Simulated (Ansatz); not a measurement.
One change: `O[SiH](O)[AlH2]` becomes `N[SiH](O)O`.

Ansatz, PBE0-D4/def2-TZVP geometries, multiplicity 1. Each molecule was computed in one conformer, which needn't be the lowest.

```
                                        property  `O[SiH](O)[AlH2]`
           HOMO–LUMO gap (B3LYP/def2-TZVPP) / eV               4.56
               HOMO energy (PBE/def2-TZVPP) / eV              -5.91
         HOMO–LUMO gap (ωB97M-V/def2-TZVPP) / eV               8.57
            HOMO–LUMO gap (PBE0/def2-TZVPP) / eV               4.92
  zero-point energy (PBE0-D4/def2-TZVP) / kJ/mol              133.0
size of the dipole moment (B3LYP/def2-TZVPP) / D               2.33
```

**Question.** Give the same properties after the change, and the shifts. (Estimate.)

**Answer.** Computed: 
| property | `N[SiH](O)O` | shift |
| --- | --- | --- |
| HOMO–LUMO gap (B3LYP/def2-TZVPP) / eV | 7.80 | 3.24 |
| HOMO energy (PBE/def2-TZVPP) / eV | -6.29 | -0.38 |
| HOMO–LUMO gap (ωB97M-V/def2-TZVPP) / eV | 12.21 | 3.64 |
| HOMO–LUMO gap (PBE0/def2-TZVPP) / eV | 8.43 | 3.51 |
| zero-point energy (PBE0-D4/def2-TZVP) / kJ/mol | 168.5 | 35.5 |
| size of the dipole moment (B3LYP/def2-TZVPP) / D | 3.03 | 0.70 |

With PBE0 the HOMO falls by 0.70 eV and the LUMO rises by 2.81 eV, so the gap widens by about 3.51 eV. PBE moves the HOMO by -0.38 eV and ωB97M-V by -1.07 eV. Dipoles are sizes alone; their direction can turn.

B3LYP here is the variant with VWN-RPA as its local correlation; programs differ in this.
